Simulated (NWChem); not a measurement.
System: C₃H₈N anion

Here is an NWChem input.

```
start job
memory heap 200 mb stack 900 mb global 1100 mb
charge -1
geometry units angstroms noautosym nocenter noautoz
  C      0.161642     1.416578     0.094549
  C     -0.116296    -0.053290    -0.347108
  C      1.073059    -0.934356     0.083614
  N     -1.314163    -0.616841     0.156062
  H      1.108969     1.822452    -0.324084
  H      0.200220     1.467632     1.196913
  H     -0.663957     2.064583    -0.241685
  H     -0.035519    -0.002523    -1.487755
  H      2.041472    -0.554818    -0.291845
  H      1.105818    -0.979703     1.185994
  H      0.919996    -1.959577    -0.286747
  H     -2.097426    -0.002689    -0.090526
end
basis spherical
  * library 6-31+g*
end
dft
  xc m06-2x
  iterations 150
end
cosmo
  do_cosmo_smd true
  solvent dmf
end
task dft energy
```

NWChem printed, in part:

```
             Northwest Computational Chemistry Package (NWChem) 7.3.0
             --------------------------------------------------------

                             Geometry "geometry" -> ""
                             -------------------------

 Output coordinates in angstroms (scale by  1.889725989 to convert to a.u.)

  No.       Tag          Charge          X              Y              Z
 ---- ---------------- ---------- -------------- -------------- --------------
    1 C                    6.0000     0.16164200     1.41657800     0.09454900
    2 C                    6.0000    -0.11629600    -0.05329000    -0.34710800
    3 C                    6.0000     1.07305900    -0.93435600     0.08361400
    4 N                    7.0000    -1.31416300    -0.61684100     0.15606200
    5 H                    1.0000     1.10896900     1.82245200    -0.32408400
    6 H                    1.0000     0.20022000     1.46763200     1.19691300
    7 H                    1.0000    -0.66395700     2.06458300    -0.24168500
    8 H                    1.0000    -0.03551900    -0.00252300    -1.48775500
    9 H                    1.0000     2.04147200    -0.55481800    -0.29184500
   10 H                    1.0000     1.10581800    -0.97970300     1.18599400
   11 H                    1.0000     0.91999600    -1.95957700    -0.28674700
   12 H                    1.0000    -2.09742600    -0.00268900    -0.09052600

 Effective nuclear repulsion energy (a.u.)     126.1810286392

                                 NWChem DFT Module
                                 -----------------

 Summary of "ao basis" -> "ao basis" (spherical)
 ------------------------------------------------------------------------------
       Tag                 Description            Shells   Functions and Types
 ---------------- ------------------------------  ------  ---------------------
 C                          6-31+g*                  8       18   4s3p1d
 N                          6-31+g*                  8       18   4s3p1d
 H                          6-31+g*                  2        2   2s

 in cosmo_initialize ...
 calling solv_data for solv:dmf

 solvent parameters
 solvname_short: dmf
 solvname_long:  N,N-dimethylformamide
 dielec:       37.2190
 dielecinf:     2.0463
 nonaqueous SMD model solvent descriptors
 dielec:       37.2190
 sola:          0.0000
 solb:          0.7400
 solc:          0.0000
 solg:         49.5600
 solh:          0.0000
 soln:          1.4305

[...]

                                COSMO-SMD solvation results
                                ---------------------------

             internal energy in gas <Psi(g)|H|Psi(g)> =      -173.749619346710
         internal energy in solvent <Psi(s)|H|Psi(s)> =      -173.739937372742
                               delta internal energy  =         0.009681973967 (    6.08 kcal/mol)
   total free energy in solvent <Psi(s)|H+V/2|Psi(s)> =      -173.865038189123
 polarization energy contribution <Psi(s)|V/2|Psi(s)> =        -0.125100816381 (  -78.50 kcal/mol)
    total free energy in solvent including G(SMD-CDS) =      -173.863440830591
                       G(SMD-CDS) energy contribution =         0.001597358533 (    1.00 kcal/mol)
     1 M fixed-concentration free energy of solvation =        -0.113821483881 (  -71.42 kcal/mol)

                       DFT Final Molecular Orbital Analysis
                       ------------------------------------

 Vector   15  Occ=2.000000D+00  E=-3.750330D-01
              MO Center=  2.6D-02,  1.9D-02, -7.5D-02, r^2= 3.0D+00
   Bfn.  Coefficient  Atom+Function         Bfn.  Coefficient  Atom+Function
  ----- ------------  ---------------      ----- ------------  ---------------
    21      0.304408   2 C  px               40      0.235375   3 C  py
    39     -0.221091   3 C  px               57     -0.193112   4 N  px
    22     -0.172078   2 C  py                3     -0.169910   1 C  px
    77      0.161158   7 H  s                 4      0.159336   1 C  py
    78      0.151754   7 H  s                25      0.144932   2 C  px

 Vector   16  Occ=2.000000D+00  E=-2.806990D-01
              MO Center= -1.0D+00, -6.3D-01,  1.7D-01, r^2= 2.1D+00
   Bfn.  Coefficient  Atom+Function         Bfn.  Coefficient  Atom+Function
  ----- ------------  ---------------      ----- ------------  ---------------
    58      0.387156   4 N  py               64     -0.334410   4 N  s
    60     -0.284553   4 N  s                62      0.258510   4 N  py
    59     -0.231297   4 N  pz               88      0.180238  12 H  s
    42      0.169407   3 C  s                22     -0.157882   2 C  py
    63     -0.154700   4 N  pz               87      0.144031  12 H  s

 Vector   17  Occ=2.000000D+00  E=-2.096432D-01
              MO Center= -1.1D+00, -4.3D-01,  3.4D-02, r^2= 2.1D+00
   Bfn.  Coefficient  Atom+Function         Bfn.  Coefficient  Atom+Function
  ----- ------------  ---------------      ----- ------------  ---------------
    59      0.433732   4 N  pz               63      0.346330   4 N  pz
    67      0.269201   4 N  pz               58      0.265719   4 N  py
    80      0.235269   8 H  s                62      0.221985   4 N  py
     6     -0.192192   1 C  s                66      0.170911   4 N  py
    10      0.153456   1 C  s                 4      0.139733   1 C  py

 Vector   18  Occ=0.000000D+00  E= 3.260540D-02
              MO Center= -1.1D-01,  1.4D-01, -7.1D-01, r^2= 1.2D+01
   Bfn.  Coefficient  Atom+Function         Bfn.  Coefficient  Atom+Function
  ----- ------------  ---------------      ----- ------------  ---------------
    46      2.561442   3 C  s                10      2.318565   1 C  s
    29     -2.222010   2 C  px               64     -1.873969   4 N  s
    28     -1.729974   2 C  s                30     -0.777205   2 C  py
    31     -0.585004   2 C  pz               67      0.468260   4 N  pz
    48      0.465564   3 C  py               11      0.317093   1 C  px

[...]
```

Level: M06-2X/6-31+G* (spherical d), SMD on the gas-phase geometry. All runs use the structure optimised with B3LYP/def2-SVPD. No frequency run checked for a minimum. The gas-phase anion has a positive highest level at the geometry level, so the gas reference is doubtful. Solvent: N,N-dimethylformamide.
